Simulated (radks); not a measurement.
Results of a calculation; reference values are marked as such.
Er LIII, 16 electrons, occupied as [Ne] 3s2 3p4.

Level of theory: scalar-relativistic Kohn-Sham, PBEsol, spin-polarised, spherical densities, finite nucleus; open shells are filled with parallel spins first (spin-orbit coupling, left out, can overturn this in heavy ions); Fermi nuclear charge, rms radius 5.2516 fm (a radial shooting solver on a logarithmic mesh with Libxc functionals).

Energy parts (eV):
total: -281655.16
kinetic: 310618.67
electron-nucleus: -619783.11
Hartree: 31460.52
exchange-correlation: -3951.24

Orbitals (lengths in bohr, moments of r in powers of bohr; <r^-3> diverges for s and p1/2):
orbital	occ.	eigenvalue (eV)	<r^-3>	<1/r>	<r>
1s up	1	-61068.92	-	77.53	0.02037
1s down	1	-61062.14	-	77.53	0.02037
2s up	1	-13226.25	-	18.25	0.08556
2s down	1	-13221.22	-	18.25	0.08554
2p up	3	-12144.22	14630	16.84	0.07574
2p down	3	-12137.30	14630	16.84	0.07573
3s up	1	-5222.008	-	7.351	0.2076
3s down	1	-5203.240	-	7.343	0.2078
3p up	3	-4896.072	3881	6.923	0.2030
3p down	1	-4877.173	3876	6.917	0.2032

The highest occupied level is 3p down at -4877.2 eV. For comparison, the ionisation energy in NIST's Atomic Spectra Database is 4866 eV (theoretical). In exact Kohn-Sham theory the highest level is minus the ionisation energy, but local and semilocal functionals leave it too shallow, through self-interaction and a potential that decays too fast; potentials with the right tail come closer. The density falls to 0.001 e/bohr^3 at r = 0.62 bohr. Spin moment in Bohr magnetons: 2. The electron density at the nucleus is 9.195e+05 e/bohr^3 (large components only). Summed over all electrons, <r^2> = 0.3490 bohr^2, which gives a Langevin (diamagnetic) susceptibility term of -0.276 x 10^-6 cm^3/mol. The spin density at the nucleus is -29.34 e/bohr^3 (1s -59.56, 2s -0.41, 3s 30.63).
